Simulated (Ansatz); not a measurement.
Consider the cleavage of the P–Si bond: `O[SiH2][SiH2]P` + `CNC` → `CN(C)P` + `O[SiH2][SiH3]`.

Program: Ansatz. Geometries: PBE0-D4/def2-TZVP. ΔE: electronic, gas phase. CCSD(T)/CBS adds triple-zeta CCSD(T) − MP2 to the extrapolated MP2 energy (def2 sets, frozen cores). Functionals use def2-TZVPP. B3LYP here is the variant with VWN-RPA as its local correlation; programs differ in this. Each species was taken in one conformer, which may not be the lowest.

| level | ΔE (kJ/mol) | difference from CCSD(T)/CBS |
| --- | --- | --- |
| PBE-D4 | 49.5 | 7.9 |
| r2SCAN-D4 | 46.5 | 4.9 |
| PBE0-D4 | 49.1 | 7.5 |
| B3LYP-D4 | 39.2 | -2.4 |
| ωB97X-V | 38.4 | -3.2 |
| ωB97M-V | 37.7 | -3.9 |
| B2PLYP | 38.6 | -3.0 |
| PBE | 50.2 | 8.6 |
| r2SCAN | 46.6 | 5.0 |
| PBE0 | 49.5 | 7.9 |
| B3LYP | 40.4 | -1.2 |
| HF/def2-TZVPP | 33.3 | -8.3 |
| MP2/def2-TZVPP | 37.7 | -3.9 |
| SCS-MP2/def2-TZVPP | 33.9 | -7.7 |
| CCSD/def2-TZVPP | 39.4 | -2.2 |
| CCSD(T)/def2-TZVPP | 40.0 | -1.6 |
| HF/def2-QZVPP | 32.1 | -9.5 |
| MP2/def2-QZVPP | 38.2 | -3.4 |
| SCS-MP2/def2-QZVPP | 34.7 | -6.9 |
| HF/CBS(def2) | 31.9 | -9.7 |
| MP2/CBS(def2) | 39.3 | -2.3 |
| CCSD/CBS(def2) | 41.1 | -0.5 |
| CCSD(T)/CBS | 41.6 | 0 |

Largest T1 diagnostic among the species: 0.013.

In def2-TZVPP, CCSD(T) changes the Hartree–Fock value by +6.7 kJ/mol (the triples alone add +0.6 kJ/mol) and MP2 by +4.4 kJ/mol.
